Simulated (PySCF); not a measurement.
**Electron correlation in Br⁺ (bromine, charge +1)**

[Ar] 3d10 4s2 4p4, high-spin 3P determinant. Computed with PySCF 2.14 in def2-SVP, with the non-relativistic Hamiltonian (point nucleus). Frozen: [Ar] 3d10; 6 electrons correlated.

MP2 pair energies summed by pair of shells (mhartree):

| pair | energy | share (%) |
| --- | --- | --- |
| 4p-4p | -37.64 | 48.7 |
| 4s-4p | -33.47 | 43.3 |
| 4s-4s | -6.23 | 8.0 |

Total MP2 correlation energy: -77.34 mhartree.

Same-spin part -19.00 and opposite-spin part -58.34 mhartree; SCS-MP2 scales them by 1/3 and 6/5 to -76.34 mhartree.

```
  level  correlation energy (mhartree)
   CCSD                         -93.73
    (T)                          -1.15
CCSD(T)                         -94.88
```

Diagnostics: T1 = 0.0062, D1 = 0.0211, largest double amplitude 0.054.

Cost of the coupled-cluster step: 0.22 s of wall time on 1 thread of Neoverse-N1 (shared host), for 6 correlated electrons.
